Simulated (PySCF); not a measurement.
Isomers of C2H9FSSi2. Level of theory: PySCF 2.14.0, density-fitted response routines, TDDFT PBE0/def2-SVPD, vertical, gas phase, core orbitals frozen in the response. Geometries: GFN2-xTB; one conformer of each isolated species. Triplets are in the Tamm–Dancoff approximation.

A. `F[SiH2]CCS[SiH3]`
B. `FCC[SiH2]S[SiH3]`
C. `[Si@@H](F)(CC)S[SiH3]`

Lowest singlet levels (six at most, fewer where fewer were computed) with oscillator strengths:

1. 206 nm (f 0.014); 196 nm (f 0.010); 185 nm (f 0.012); 176 nm (f 0.026); 172 nm (f 0.005); 168 nm (f 0.040); T1 5.66 eV
2. 214 nm (f 0.014); 203 nm (f 0.000); 196 nm (f 0.000); 182 nm (f 0.000); 175 nm (f 0.029); 171 nm (f 0.047); T1 5.47 eV
3. 228 nm (f 0.003); 217 nm (f 0.016); 197 nm (f 0.014); 195 nm (f 0.005); 185 nm (f 0.003); 178 nm (f 0.002); T1 5.06 eV

**Question.** Match each spectrum to its molecule.

**Answer.** 1 = C, 2 = B, 3 = A.
- A: S1 at 5.44 eV, HOMO→LUMO (75%), HOMO→LUMO+1 (14%); Löwdin shares by element: HOMO sulfur 69%, carbon 12%, silicon 9% or more; LUMO silicon 33%, sulfur 19%, hydrogen 8% or more (atoms not listed hold the other 41%); HOMO -6.94 and LUMO -0.19 eV.
- B: S1 at 5.80 eV, HOMO→LUMO (98%); Löwdin shares by element: HOMO sulfur 70%, silicon 19%; LUMO silicon 40%, sulfur 21%, hydrogen 8% or more (atoms not listed hold the other 32%); HOMO -7.26 and LUMO -0.16 eV.
- C: S1 at 6.02 eV, HOMO→LUMO (97%); Löwdin shares by element: HOMO sulfur 70%, silicon 18%; LUMO silicon 41%, sulfur 23%, hydrogen 9% or more (atoms not listed hold the other 27%); HOMO -7.48 and LUMO -0.13 eV.
